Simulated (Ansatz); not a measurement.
The same group exchange along the group O, S, Se.

Calculated with Ansatz (gas phase, PBE0-D4/def2-TZVP geometries, no zero-point term in ΔE). CCSD(T)/CBS adds triple-zeta CCSD(T) − MP2 to the extrapolated MP2 energy (def2 sets, frozen cores). This one scheme is used for every species. For Ga, Se outer-core shells are correlated without core-valence functions, which leaves a few kJ/mol of doubt a bond. Scalar relativity is left out up to krypton. One conformer a species, not always the lowest.

(1) Order these by ΔE at CCSD(T)/CBS, lowest first. (Estimate.)
A. `C[O][GaH2]` + `CBN` → `C[B](N)[GaH2]` + CH₃OH
B. `C[S][GaH2]` + `CBN` → `C[B](N)[GaH2]` + CH₃SH
C. `C[Se][GaH2]` + `CBN` → `C[B](N)[GaH2]` + `C[SeH]`

Largest T1 diagnostic: 0.015, for `C[O][GaH2]`.

## Answers

(1) A (+89.2 kJ/mol), B (+122.9 kJ/mol), C (+138.6 kJ/mol).
